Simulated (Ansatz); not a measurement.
Reactions of C2H8GeS (`CS[CH2][GeH3]`).

Calculated with Ansatz (gas phase, PBE0-D4/def2-TZVP geometries, no zero-point term in ΔE). CCSD(T)/CBS is the MP2 limit (def2-TZVPP, def2-QZVPP) plus CCSD(T) − MP2 in def2-TZVPP, frozen cores. This one scheme is used for every species, atoms too. For atomizations the MP2-based limit and the directly extrapolated one differ by several kJ/mol either way, and by 10 to 25 for some Ge, Se and Sn compounds, so smaller differences from it don't rank the levels. Functionals use def2-TZVPP. B3LYP here is the variant with VWN-RPA as its local correlation; programs differ in this. No spin–orbit coupling; open shells (•) take unrestricted orbitals. Spin–orbit coupling would lower the free atoms: a little for C, S; clearly for Ge. Bonds to Ge, Se are less sure, by a few kJ/mol each and by 10 to 20 or more in all where they break to atoms, as the def2 sets lack core-valence functions. Scalar relativity is left out up to krypton. One conformer a species, not always the lowest.

| reaction | B2PLYP (kcal/mol) | ωB97M-V (kcal/mol) | PBE-D4 (kcal/mol) | B3LYP-D4 (kcal/mol) |
| --- | --- | --- | --- | --- |
| `CS[CH2][GeH3]` + H–F → `CSCF` + GeH₄ | 12.2 | 12.5 | 12.2 | 11.8 |
| `CS[CH2][GeH3]` + `[SiH3]S` → `[SiH3]S[CH2][GeH3]` + CH₃SH | 1.9 | 2.1 | 2.1 | 1.9 |
| `CS[CH2][GeH3]` → `[CH2]` (triplet) + `S[CH2][GeH3]` | 100.7 | 103.6 | 105.3 | 101.7 |
| `CS[CH2][GeH3]` + `B[SeH]` → `B[Se][GeH3]` + `CSC` | -17.8 | -17.1 | -17.2 | -17.6 |
| `CS[CH2][GeH3]` → `C[S][GeH3]` + `[CH2]` (triplet) | 85.8 | 89.2 | 90.2 | 86.5 |
| `CS[CH2][GeH3]` + CH₃OH → `CO[CH2][GeH3]` + CH₃SH | 8.8 | 9.5 | 10.0 | 9.0 |
| `CS[CH2][GeH3]` + `O[SiH](F)S` → `O[SiH](F)[S][GeH3]` + `CSC` | -16.5 | -16.7 | -16.3 | -16.9 |
| `CS[CH2][GeH3]` → `[CH3][GeH2][CH2]S` | -9.0 | -8.9 | -7.9 | -8.2 |
| `CS[CH2][GeH3]` → `[CH3][GeH]([CH3])[SH]` | -36.2 | -35.5 | -34.0 | -35.0 |
| `CS[CH2][GeH3]` → 2 C• + Ge• + 8 H• + S• | 933.9 | 947.6 | 955.3 | 944.4 |

Question: Give the CCSD(T)/CBS values in the same order. (Best estimate.)

Answer: Computed: 16.8, 2.0, 103.2, -16.5, 89.4, 10.9, -15.7, -9.1, -35.6, 949.3 kcal/mol.

Largest T1 diagnostic: 0.013, for `B[SeH]`.
